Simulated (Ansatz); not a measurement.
All values below come from frozen-core CCSD(T)/cc-pVTZ // B3LYP-D3(BJ)/def2-TZVP (Ansatz, a first-principles code). The restricted HF reference is unstable towards unrestricted orbitals.

Ansatz 0.2 input:
```yaml
crystal:
  periodic: [false, false, false]
  atoms:
    - { symbol: N, position_ang: [-1.804301, -0.338192, -0.20844] }
    - { symbol: C, position_ang: [-0.475123, 0.050959, -0.016894] }
    - { symbol: C, position_ang: [0.626946, -0.781245, -0.38539] }
    - { symbol: C, position_ang: [1.83323, -0.18223, -0.177922] }
    - { symbol: S, position_ang: [1.659251, 1.400696, 0.457259] }
    - { symbol: C, position_ang: [-0.05953, 1.266218, 0.462065] }
    - { symbol: H, position_ang: [-2.474266, 0.192659, 0.326841] }
    - { symbol: H, position_ang: [-1.961262, -1.328786, -0.100308] }
    - { symbol: H, position_ang: [0.512883, -1.775974, -0.793842] }
    - { symbol: H, position_ang: [2.812303, -0.588204, -0.370711] }
    - { symbol: H, position_ang: [-0.670132, 2.084099, 0.807343] }
basis:
  gaussian: { orbitals: cc-pVTZ }
correlation:
  method: ccsd_t
```

Output:

```
Functional definition: HF
1471 factors; integrals over basis functions are off by at most 1.1e-3 eV
mean field evaluation 1: about -16497.2773 eV, gradient 3.9e1 eV
mean field evaluation 2: about -16497.7284 eV, gradient 3.9e1 eV
mean field evaluation 4: about -16501.6846 eV, gradient 5.4e0 eV
mean field evaluation 8: about -16501.7937 eV, gradient 4.5e-1 eV
mean field evaluation 16: about -16501.7960 eV, gradient 2.8e-6 eV
mean field -16501.79603383 eV, -606.4298189242 hartree, gradient 2.8e-6 eV, S^2 0.000000; 0 other end points of the search recorded, 0 dependent functions left out; unrestricted orbitals would lower it
10 core orbitals not correlated
reference -16501.79603383 eV, -606.4298189242 hartree; 16, 16 occupied and 228, 228 virtual orbitals, 1471 factors
second order -27.82514653 eV of doubles, -0.00000000 eV of singles
cycle   1  -27.63212083 eV  change    1.9e-1 eV  update   1.3e-1
cycle   2  -28.36345151 eV  change   -7.3e-1 eV  update   3.9e-2
cycle   3  -28.52506662 eV  change   -1.6e-1 eV  update   1.9e-2
cycle   4  -28.51284196 eV  change    1.2e-2 eV  update   5.0e-3
cycle   5  -28.51244274 eV  change    4.0e-4 eV  update   2.9e-3
cycle   6  -28.51358775 eV  change   -1.1e-3 eV  update   1.1e-3
cycle   7  -28.51310845 eV  change    4.8e-4 eV  update   6.3e-4
cycle   8  -28.51289466 eV  change    2.1e-4 eV  update   2.5e-4
cycle   9  -28.51297120 eV  change   -7.7e-5 eV  update   9.8e-5
cycle  10  -28.51295578 eV  change    1.5e-5 eV  update   2.7e-5
perturbative correction -1.50739677 eV, -0.0553958097 hartree
Total energy: -16531.81638639 eV, -607.5330465321 hartree
```

Cost: about 8 core-minutes (a rough figure).
